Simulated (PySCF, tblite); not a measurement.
Isomers of CH6FO3Si3 (doublet state), one GFN2-xTB conformer each. Single-point energies are computed at B3LYP/pcH-1 (PySCF, gas phase, no added dispersion term), electronic only. GFN2-xTB treats the open shell by occupation alone, and not every SCF solution was tested for stability.

Question: Rank them by B3LYP/pcH-1 energy, lowest first (kJ/mol).
A. `[F:1][Si@@:2]1([O:3][SiH3:4])[O:5][CH:6][SiH2:7][O:8]1` (doublet state) with F1–Si2–O3–Si4 4°
B. `[CH2:1][Si:2]1([F:3])[O:4][SiH2:5][O:6][SiH2:7][O:8]1` (doublet state) with H–C1–Si2–F3 177° and -2°
C. `[F:1][Si@:2]1([O:3][SiH2:4])[O:5][CH2:6][SiH2:7][O:8]1` (doublet state) with F1–Si2–O3–Si4 -16°, Si2–O3–Si4–H -70° and 57°
D. `C[Si@@]1(F)O[SiH]O[SiH2]O1` [radical]

Answer: D (0.0), B (47.8), A (242.6), C (245.5).

Neighbours under 21 kJ/mol apart (F[Si@@]1(O[SiH3])O[CH][SiH2]O1 and F[Si@]1(O[SiH2])OC[SiH2]O1) can change places with a better method, another conformer or zero-point energy. GFN2-xTB itself gives, in the same order: 0.0, 49.4, 194.2, 202.5. Both levels put the same isomer lowest; measured from each level's own lowest isomer, the values differ by up to 48.4 kJ/mol (F[Si@@]1(O[SiH3])O[CH][SiH2]O1: 194.2 against 242.6).

Question: What happens when harmonic zero-point energies from GFN2-xTB frequencies are added?

Answer: 
```csv
SMILES,ZPE (kJ/mol),electronic (kJ/mol),with ZPE (kJ/mol)
C[Si@@]1(F)O[SiH]O[SiH2]O1,208.2,0.0,0.0
[CH2][Si]1(F)O[SiH2]O[SiH2]O1,194.8,47.8,34.4
F[Si@@]1(O[SiH3])O[CH][SiH2]O1,189.4,242.6,223.8
F[Si@]1(O[SiH2])OC[SiH2]O1,199.6,245.5,237.0
```

The zero-point energies span 18.8 kJ/mol. The order is unchanged.
